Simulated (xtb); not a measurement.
Cl2Hg, charge +1, doublet, at a GFN2-xTB geometry (such geometries of metal compounds can be far from the true shape) (a state made from the parent by changing its charge; the spin is typed, not shown lowest), atoms displaced at random by about 0.1 Å a coordinate; GFN2-xTB with ALPB(ether) in xtb.

The xtb input:
```
$ xtb mol.xyz --gfn 2 --chrg 1 --uhf 1 --opt --alpb ether --json

# file mol.xyz
3

Hg     0.01675156    -0.22137185     0.00978841
Cl     0.01926984    -0.04925882    -2.39645550
Cl    -0.09576934     0.00646161     2.51289057
```

It wrote (shortened):

```
   ID    Z sym.   atoms
    1   80 Hg     1
    2   17 Cl     2, 3

           -------------------------------------------------
          |                Calculation Setup                |
           -------------------------------------------------

           -------------------------------------------------
          |                 G F N 2 - x T B                 |
           -------------------------------------------------

      * Solvation model:               ALPB
        Solvent                        ether
        Parameter file                 internal GFN2-xTB/ALPB
        Dielectric constant                4.3300E+00
        Reference state                gsolv [1 M gas/solution]
        Free energy shift                  4.9534E-03 Eh       3.1083E+00 kcal/mol
        Temperature                        2.9815E+02 K
        Density                            7.1300E-01 kg/L
        Solvent mass                       7.4120E+01 g/mol
        Interaction kernel             P16
        Born radius scaling (c1)           1.5847E+00
        Born radii integrator          GBOBC
        Born offset                        0.0000E+00 a0       0.0000E+00 AA
        H-bond correction              true
        Ion screening                  false
        Surface tension                    1.0000E-05 Eh       1.5569E+01 dyn/cm
        Grid points                               230 per atom

          ...................................................
          :                      SETUP                      :
          :.................................................:
          :  # basis functions                  24          :
          :  # atomic orbitals                  22          :
          :  # shells                            8          :
          :  # electrons                        15          :
          :  max. iterations                   250          :
          :  Hamiltonian                  GFN2-xTB          :
          :  restarted?                      false          :
          :  GBSA solvation                   true          :
          :  PC potential                    false          :
          :  electronic temp.          300.0000000     K    :
          :  accuracy                    1.0000000          :
          :  -> integral cutoff          0.2500000E+02      :
          :  -> integral neglect         0.1000000E-07      :
          :  -> SCF convergence          0.1000000E-05 Eh   :
          :  -> wf. convergence          0.1000000E-03 e    :
          :  Broyden damping             0.4000000          :
          :  net charge                          1          :
          :  unpaired electrons                  1          :
          ...................................................

 iter      E             dE          RMSdq      gap      omega  full diag
   1     -9.4056967 -0.940570E+01  0.217E+01    2.30       0.0  T
   2     -9.3483969  0.572998E-01  0.152E+01    2.79       1.0  T
   3     -9.1174600  0.230937E+00  0.128E+01    1.72       1.0  T
   4     -9.3330165 -0.215556E+00  0.800E+00    2.70       1.0  T
   5     -9.3858054 -0.527889E-01  0.591E+00    3.03       1.0  T
   6     -9.4323904 -0.465850E-01  0.251E+00    3.21       1.0  T
   7     -9.3820968  0.502936E-01  0.518E+00    3.10       1.0  T
   8     -9.4230741 -0.409773E-01  0.289E+00    3.10       1.0  T
   9     -9.4395802 -0.165061E-01  0.843E-01    3.14       1.0  T
  10     -9.4216686  0.179116E-01  0.292E+00    3.12       1.0  T
  11     -9.4401105 -0.184419E-01  0.544E-01    3.15       1.0  T
  12     -9.4401147 -0.423000E-05  0.536E-01    3.15       1.0  T
  13     -9.4407122 -0.597534E-03  0.146E-01    3.15       1.0  T
  14     -9.4407359 -0.236457E-04  0.107E-01    3.15       1.0  T
  15     -9.4407551 -0.192391E-04  0.537E-02    3.15       1.1  T
  16     -9.4407558 -0.726924E-06  0.475E-02    3.15       1.2  T
  17     -9.4407596 -0.372798E-05  0.212E-02    3.15       2.7  T
  18     -9.4407601 -0.547551E-06  0.142E-02    3.15       4.1  T
  19     -9.4407606 -0.456590E-06  0.996E-04    3.15      57.9  T
  20     -9.4407605  0.390260E-07  0.425E-03    3.15      13.6  T
  21     -9.4407606 -0.381243E-07  0.118E-03    3.15      49.1  T
  22     -9.4407606 -0.280151E-08  0.300E-04    3.15     192.5  T

   *** convergence criteria satisfied after 22 iterations ***

         :::::::::::::::::::::::::::::::::::::::::::::::::::::
         ::                     SUMMARY                     ::
         :::::::::::::::::::::::::::::::::::::::::::::::::::::
         :: total energy              -9.440157410364 Eh    ::
         :: total w/o Gsasa/hb        -9.433631923812 Eh    ::
         :: gradient norm              0.008313658445 Eh/a0 ::
         :: HOMO-LUMO gap              3.150708910274 eV    ::
         ::.................................................::
         :: SCC energy                -9.440761001449 Eh    ::
         :: -> isotropic ES            0.148550329275 Eh    ::
         :: -> anisotropic ES         -0.007582675104 Eh    ::
         :: -> anisotropic XC         -0.007960028204 Eh    ::
         :: -> dispersion             -0.001801861121 Eh    ::
         :: -> Gsolv                  -0.068846766938 Eh    ::
         ::    -> Gelec               -0.062321280386 Eh    ::
         ::    -> Gsasa               -0.011478924130 Eh    ::
         ::    -> Ghb                  0.000000000000 Eh    ::
         ::    -> Gshift               0.004953437577 Eh    ::
         :: repulsion energy           0.000603591085 Eh    ::
         :: add. restraining           0.000000000000 Eh    ::
         :: total charge               1.000000000425 e     ::
         :::::::::::::::::::::::::::::::::::::::::::::::::::::

      -----------------------------------------------------------
     |                   =====================                   |
     |                        A N C O P T                        |
[...]
 * total energy  :    -9.4401574 Eh     change       -0.1965859E-09 Eh
 * total energy  :    -9.4411898 Eh     change       -0.1032370E-02 Eh
 * total energy  :    -9.4412598 Eh     change       -0.7006159E-04 Eh
 * total energy  :    -9.4412679 Eh     change       -0.8040446E-05 Eh
 * total energy  :    -9.4412688 Eh     change       -0.9658099E-06 Eh
   *** GEOMETRY OPTIMIZATION CONVERGED AFTER 5 ITERATIONS ***
[...]
          :  -> wf. convergence          0.1000000E-03 e    :
          :  Broyden damping             0.4000000          :
          :  net charge                          1          :
          :  unpaired electrons                  1          :
          ...................................................

 iter      E             dE          RMSdq      gap      omega  full diag
   1     -9.4422557 -0.944226E+01  0.153E-04    3.61       0.0  T
   2     -9.4422557  0.358799E-09  0.401E-04    3.61     143.8  T
   3     -9.4422557 -0.336501E-09  0.166E-04    3.61     348.1  T

   *** convergence criteria satisfied after 3 iterations ***

         :::::::::::::::::::::::::::::::::::::::::::::::::::::
         ::                     SUMMARY                     ::
         :::::::::::::::::::::::::::::::::::::::::::::::::::::
         :: total energy              -9.441268849036 Eh    ::
         :: total w/o Gsasa/hb        -9.434918525594 Eh    ::
         :: gradient norm              0.000070102369 Eh/a0 ::
         :: HOMO-LUMO gap              3.605274165219 eV    ::
         ::.................................................::
         :: SCC energy                -9.442256050921 Eh    ::
         :: -> isotropic ES            0.152029197656 Eh    ::
         :: -> anisotropic ES         -0.007293208033 Eh    ::
         :: -> anisotropic XC         -0.007579120623 Eh    ::
         :: -> dispersion             -0.001831544166 Eh    ::
         :: -> Gsolv                  -0.069170426182 Eh    ::
         ::    -> Gelec               -0.062820102740 Eh    ::
         ::    -> Gsasa               -0.011303761019 Eh    ::
         ::    -> Ghb                  0.000000000000 Eh    ::
         ::    -> Gshift               0.004953437577 Eh    ::
         :: repulsion energy           0.000987201885 Eh    ::
         :: add. restraining           0.000000000000 Eh    ::
         :: total charge               0.999999999999 e     ::
         :::::::::::::::::::::::::::::::::::::::::::::::::::::

           -------------------------------------------------
          |                Property Printout                |
           -------------------------------------------------

    * Orbital Energies and Occupations

         #    Occupation            Energy/Eh            Energy/eV
      -------------------------------------------------------------
         1        2.0000           -1.1619844             -31.6192
         2        2.0000           -1.1522631             -31.3547
         3        2.0000           -0.6626609             -18.0319
         4        2.0000           -0.5667640             -15.4224
         5        2.0000           -0.5667640             -15.4224
         6        1.9993           -0.5640793             -15.3494
         7        1.5004           -0.5571916             -15.1620
         8        1.5004           -0.5571916             -15.1620 (HOMO)
         9                         -0.4247003             -11.5567 (LUMO)
        10                         -0.1849019              -5.0314
        11                         -0.1849017              -5.0314
        12                         -0.1058325              -2.8798
        13                         -0.1049968              -2.8571
        14                         -0.1049968              -2.8571
        15                         -0.1029935              -2.8026
        16                         -0.1029935              -2.8026
        17                         -0.1029838              -2.8023
        18                         -0.1029838              -2.8023
        19                         -0.1023566              -2.7853
       ...                                ...                  ...
        22                          0.4591351              12.4937
      -------------------------------------------------------------
                  HL-Gap            0.1324914 Eh            3.6053 eV
             Fermi-level           -0.5240680 Eh          -14.2606 eV

     #   Z          covCN         q      C6AA      α(0)
     1  80 Hg       1.625     0.442   267.556    28.379
     2  17 Cl       0.812     0.279    91.135    14.604
     3  17 Cl       0.812     0.279    91.133    14.604

 Mol. C6AA /au·bohr⁶  :       1253.427878
 Mol. C8AA /au·bohr⁸  :      82278.352197
 Mol. α(0) /au        :         57.586522

Wiberg/Mayer (AO) data.
largest (>0.10) Wiberg bond orders for each atom

 ---------------------------------------------------------------------------
     #   Z sym  total        # sym  WBO       # sym  WBO       # sym  WBO
 ---------------------------------------------------------------------------
     1  80 Hg   1.724 --     2 Cl   0.862     3 Cl   0.861
     2  17 Cl   1.372 --     1 Hg   0.862     3 Cl   0.509
     3  17 Cl   1.371 --     1 Hg   0.861     2 Cl   0.509
 ---------------------------------------------------------------------------

Topologies differ in total number of bonds
Writing topology from bond orders to xtbtopo.mol

molecular dipole:
                 x           y           z       tot (Debye)
 q only:       -0.038      -0.167       0.080
   full:       -0.038      -0.167       0.080       0.480
molecular quadrupole (traceless):
                xx          xy          yy          xz          yz          zz
 q only:       -5.722       0.007      -5.690      -0.383       0.090      11.411
  q+dip:       -6.942       0.006      -6.912      -0.464       0.113      13.853
   full:       -5.270       0.007      -5.238      -0.353       0.081      10.508

optimized geometry written to: xtbopt.xyz

           -------------------------------------------------
          | TOTAL ENERGY               -9.441268849036 Eh   |
          | GRADIENT NORM               0.000070102369 Eh/α |
          | HOMO-LUMO GAP               3.605274165219 eV   |
           -------------------------------------------------

normal termination of xtb
```
